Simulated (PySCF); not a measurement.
This PySCF input asks for the NMR shieldings of SMILES CN(C1CCC1)[SiH](P)P, C$_{5}$H$_{15}$NP$_{2}$Si; the geometry comes from GFN2-xTB.

```python
import basis_set_exchange as bse
import numpy as np
from pyscf import gto, dft
from pyscf.prop import nmr

atoms = """
C     0.532941   -2.247870    0.507576
N     0.208654   -0.975669   -0.093657
C    -1.167691   -0.595255    0.077273
C    -1.521270    0.393810    1.210506
C    -2.426978    1.152889    0.231989
C    -1.804416    0.371276   -0.934395
Si    1.409354    0.074531   -0.733682
P     1.432696    2.110707    0.260353
P     3.396649   -0.949208   -0.459052
H     0.329342   -2.244070    1.582611
H     1.588409   -2.469592    0.354324
H    -0.054107   -3.045932    0.043639
H    -1.760251   -1.511623    0.157968
H    -1.998449   -0.027765    2.092765
H    -0.653311    0.979443    1.513950
H    -2.294371    2.231939    0.204487
H    -3.482557    0.930368    0.373624
H    -2.494823   -0.077380   -1.645571
H    -1.064051    0.948967   -1.479716
H     1.245559    0.173146   -2.203175
H     2.454894    2.601919   -0.534667
H     0.458517    2.665433   -0.548496
H     3.523484   -0.622911    0.878284
H     4.130038    0.152613   -0.849381
"""
names = dict.fromkeys(["C", "N", "Si", "P", "H"], "pcSseg-1")
basis = {el: gto.basis.parse(bse.get_basis(n, elements=[el], fmt="nwchem")) for el, n in names.items()}
mol = gto.M(atom=atoms, basis=basis, charge=0, verbose=0)
mf = dft.RKS(mol, xc="PBE0")
mf.grids.level = 2
mf.grids.alignment = dft.numint.BLKSIZE   # the property module wants whole blocks of grid points
mf.conv_tol = 1e-9
mf.kernel()

calc = nmr.RKS(mf)   # GIAO
C = mf.mo_coeff
Co = C[:, mf.mo_occ > 0]
resp = mf.gen_response(singlet=True, hermi=2)
def vind(x):   # induced exchange potential for any number of trial vectors
    d = np.einsum("pi,xij,qj->xpq", C, 2 * x.reshape(-1, C.shape[1], Co.shape[1]), Co, optimize=True)
    return np.einsum("xpq,pi,qj->xij", resp(d - d.transpose(0, 2, 1)), C, Co, optimize=True).ravel()
mo1, _ = nmr.rhf.solve_mo1(calc, with_cphf=vind)
sigma = calc.kernel(mo1)
for i, s in enumerate(sigma):   # ppm
    w = np.linalg.eigvalsh((s + s.T) / 2)
    print("%2d %-2s iso %8.1f  s11 %8.1f  s22 %8.1f  s33 %8.1f" % (i, mol.atom_pure_symbol(i), w.mean(), *w))
```

Task: Give the expected output.

Result: 
```
 0 C  iso    144.9  s11    117.1  s22    135.0  s33    182.7
 1 N  iso    227.2  s11    195.5  s22    213.6  s33    272.6
 2 C  iso    129.2  s11    108.5  s22    118.7  s33    160.3
 3 C  iso    153.9  s11    133.6  s22    151.7  s33    176.5
 4 C  iso    173.4  s11    163.8  s22    172.8  s33    183.7
 5 C  iso    157.4  s11    140.1  s22    152.1  s33    180.0
 6 Si iso    364.9  s11    309.1  s22    366.5  s33    419.2
 7 P  iso    576.0  s11    512.5  s22    600.2  s33    615.4
 8 P  iso    598.5  s11    535.1  s22    604.5  s33    656.0
 9 H  iso     29.1  s11     24.8  s22     26.5  s33     36.2
10 H  iso     28.8  s11     21.4  s22     31.9  s33     33.1
11 H  iso     29.2  s11     24.5  s22     26.5  s33     36.8
12 H  iso     28.5  s11     24.1  s22     29.1  s33     32.4
13 H  iso     29.3  s11     25.5  s22     27.0  s33     35.4
14 H  iso     29.5  s11     25.9  s22     29.3  s33     33.2
15 H  iso     30.0  s11     25.2  s22     28.7  s33     36.2
16 H  iso     30.0  s11     26.5  s22     26.7  s33     36.9
17 H  iso     29.3  s11     25.7  s22     26.3  s33     35.8
18 H  iso     29.4  s11     26.1  s22     30.4  s33     31.6
19 H  iso     25.5  s11     22.8  s22     23.3  s33     30.5
20 H  iso     30.5  s11     24.7  s22     28.1  s33     38.8
21 H  iso     29.7  s11     24.0  s22     28.8  s33     36.3
22 H  iso     30.6  s11     26.1  s22     28.4  s33     37.4
23 H  iso     30.9  s11     25.4  s22     28.1  s33     39.1
```

These numbers come from an equivalent density-fitted implementation of the same equations, which agrees with the script to about 0.01 ppm for H and up to a few tenths of a ppm for heavy atoms, so last digits may differ.

Task: Turn these shieldings into chemical shifts. Chemical shifts δ = σref − σ; $^{13}$C (σref 186.93) and $^{29}$Si (σref 349.16) and $^{1}$H (σref 31.72) vs TMS; NH3 for $^{15}$N (σref 267.73); $^{31}$P (σref 318.38) against H3PO4, all at this level.

Result: Averaging equivalent atoms: C 2: 57.7; C 0: 42.0; C 3/5: 31.3; C 4: 13.5; N 1: 40.5; Si 6: -15.8; P 7/8: -268.9; H 19: 6.19; H 12: 3.19; H 9/10/11: 2.65; H 13/17: 2.46; H 14/18: 2.29; H 15: 1.71; H 16: 1.68; H 20/21/22/23: 1.31 ppm. Experimental scales use liquid or dissolved standards, which lie at an offset from isolated NH3 (liquid NH3: subtract about 20 ppm) and H3PO4.

Size and cost of the density-fitted run: 249 basis functions, 89 s wall time on 1 thread of an Arm Neoverse V1, shared host; peak memory 1.1 GiB.
